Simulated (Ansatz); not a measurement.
`[SiH3][O][Cd][Br]` + `O/C=C/[SiH3]` → `O/C=C/[SiH2][SiH3]` + `[OH][Cd][Br]`  (formal exchange of groups at the Si–O bond)

Isolated molecules relaxed with PBE0-D4/def2-TZVP in Ansatz; ΔE leaves out vibrations. CCSD(T)/CBS adds triple-zeta CCSD(T) − MP2 to the extrapolated MP2 energy (def2 sets, frozen cores). Double bonds are as drawn, so ΔE can hold a change between cis and trans. Functionals use def2-TZVPP. Elements past krypton have def2 core potentials. For Br, Cd outer-core shells are correlated without core-valence functions, which leaves a few kJ/mol of doubt a bond. Scalar relativity is left out up to krypton. One conformer a species, not always the lowest.

`[SiH3][O][Cd][Br]`:

Cartesian coordinates in Å:
```
Si 0.834 0.308 -0.922
O 0.453 -0.457 0.461
Cd -1.148 -0.622 1.575
Br -3.036 -0.895 3.010
H 2.258 0.031 -1.252
H -0.014 -0.150 -2.063
H 0.653 1.786 -0.809
```

`O/C=C/[SiH3]`:

```xyz
10

O    -1.899   -1.532    0.521
C    -0.924   -0.826   -0.080
C    -0.086    0.042    0.490
Si    1.200    0.930   -0.489
H    -1.912   -1.318    1.461
H    -0.894   -1.054   -1.142
H    -0.176    0.221    1.561
H     1.023    2.407   -0.419
H     1.095    0.499   -1.909
H     2.572    0.631    0.006
```

`O/C=C/[SiH2][SiH3]`:

Z-matrix (Å, degrees):
```
Si
Si 1 2.343
C 1 1.845 2 111.3
H 1 1.491 2 108.1 3 122.9
H 1 1.492 2 109.3 3 -119.7
H 2 1.489 1 111.3 3 -176.2
H 2 1.490 1 110.3 3 -56.2
H 2 1.489 1 110.4 3 63.3
C 3 1.332 1 121.8 2 -116.7
H 3 1.088 1 120.7 2 61.6
O 9 1.351 3 122.7 1 178.5
H 9 1.089 3 121.8 1 -1.6
H 11 0.960 9 109.9 3 179.4
```

`[OH][Cd][Br]`:

```xyz
4

O     0.491    1.338   -0.462
Cd   -0.226   -0.451   -0.082
Br   -1.142   -2.642    0.233
H     0.877    1.755    0.311
```

```
         level  ΔE (kJ/mol)  difference from CCSD(T)/CBS
     r2SCAN-D4        102.9                         -7.2
       ωB97X-V        110.3                          0.2
       ωB97M-V        114.7                          4.6
           PBE         82.2                        -27.9
          PBE0         94.4                        -15.7
 HF/def2-TZVPP        146.6                         36.5
MP2/def2-TZVPP        121.4                         11.3
MP2/def2-QZVPP        119.0                          8.9
  HF/CBS(def2)        147.3                         37.2
CCSD/CBS(def2)        114.3                          4.2
   CCSD(T)/CBS        110.1                            0
```

Largest T1 diagnostic among the species: 0.014.

From PBE to PBE0 (25 % exact exchange), in def2-TZVPP and without D4, ΔE moves by +12.1 kJ/mol. In def2-TZVPP, CCSD(T) changes the Hartree–Fock value by −31.9 kJ/mol (the triples alone add −4.1 kJ/mol) and MP2 by −25.2 kJ/mol.
